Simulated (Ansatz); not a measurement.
W₂O₆, relaxed as a triplet with UKS PBE-D4/def2-SVP in Ansatz, starting from the PBE-D4/def2-SVP geometry of the neutral singlet. Force threshold 0.02 eV/Å.

In the def2 sets W takes a core potential; there is no spin–orbit coupling. The gap within one spin of the charge 0 triplet nearly closes, so an electron or hole may be smeared out by delocalisation error. At PBE-D4/def2-SVP a singlet of charge 0 lies 2.37 eV below the triplet, each at its own geometry. The structure comes from a short search, and lower isomers may exist.

Start:

```xyz
8

W    -0.3786    1.4033    0.0582
W     0.3786   -1.4032   -0.0582
O    -0.4035    2.4817   -1.2876
O     0.4032   -2.4817    1.2875
O    -1.2245   -0.3206   -0.2344
O     0.8709   -2.2407   -1.4834
O    -0.8707    2.2407    1.4834
O     1.2245    0.3206    0.2344
```

Task: Estimate the energy that the relaxation releases and the steps that it takes.

Result: 0.11 eV, in 5 steps; 7.5 s on 4 threads of Intel Xeon 6975P-C on a shared host. No frequencies were taken in this run, so the end may be a saddle point.

Task: Does the start keep its bonding and symmetry?

Result: By distances, no bond broke or formed. The bond that changes most is W1–O7, from 1.72 to 1.76 Å (atoms count from 1). Point group D2h at the start, D2h at the end, both within 0.05 Å.

Task: Predict the relaxed structure.

Result: 
Cartesian coordinates in Å:
```
W -0.376 1.392 0.058
W 0.376 -1.392 -0.058
O -0.395 2.475 -1.324
O 0.395 -2.475 1.324
O -1.247 -0.327 -0.239
O 0.874 -2.227 -1.519
O -0.874 2.227 1.519
O 1.247 0.327 0.239
```
Bond lengths (bridged metal pairs left out): 8 × O–W 1.76 to 1.95 Å.
